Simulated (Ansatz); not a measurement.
One change: `OB[SiH](O)F` becomes `O[SiH](F)[TeH]`.

Ansatz, PBE0-D4/def2-TZVP geometries, multiplicity 1. Each molecule was computed in one conformer, which needn't be the lowest.

Elements past krypton have def2 core potentials.

```tsv
property	`OB[SiH](O)F`
ideal-gas entropy at 298 K and 1 bar (rigid rotor, harmonic PBE0-D4/def2-TZVP) / J/(mol·K)	345
zero-point energy (PBE0-D4/def2-TZVP) / kJ/mol	142.3
HOMO–LUMO gap (B3LYP/def2-TZVPP) / eV	6.27
HOMO energy (PBE0/def2-TZVPP) / eV	-7.89
HOMO energy (PBE/def2-TZVPP) / eV	-6.55
size of the dipole moment (B3LYP/def2-TZVPP) / D	1.78
```

(1) What does the change do to each property? (Best estimate.)

Results:

(1) Ansatz gave: 
```
                                                                                  property  `O[SiH](F)[TeH]`  shift
ideal-gas entropy at 298 K and 1 bar (rigid rotor, harmonic PBE0-D4/def2-TZVP) / J/(mol·K)               345      0
                                            zero-point energy (PBE0-D4/def2-TZVP) / kJ/mol              87.9  -54.4
                                                     HOMO–LUMO gap (B3LYP/def2-TZVPP) / eV              5.53  -0.74
                                                        HOMO energy (PBE0/def2-TZVPP) / eV             -6.83   1.06
                                                         HOMO energy (PBE/def2-TZVPP) / eV             -5.78   0.77
                                          size of the dipole moment (B3LYP/def2-TZVPP) / D              1.14  -0.64
```

With PBE0 the HOMO rises by 1.06 eV and the LUMO rises by 0.40 eV, so the gap narrows by about 0.66 eV. PBE moves the HOMO by 0.77 eV and ωB97M-V by 1.17 eV. The zero-point energy changes by -54.4 kJ/mol with -6 modes. Dipoles are sizes alone; their direction can turn. Modes under 60 cm⁻¹, often nearly free rotors, make the harmonic entropy too high.

B3LYP here is the variant with VWN-RPA as its local correlation; programs differ in this.

Spin–orbit coupling is left out; it splits and shifts lone-pair levels of the heavy atoms by tenths of an eV.
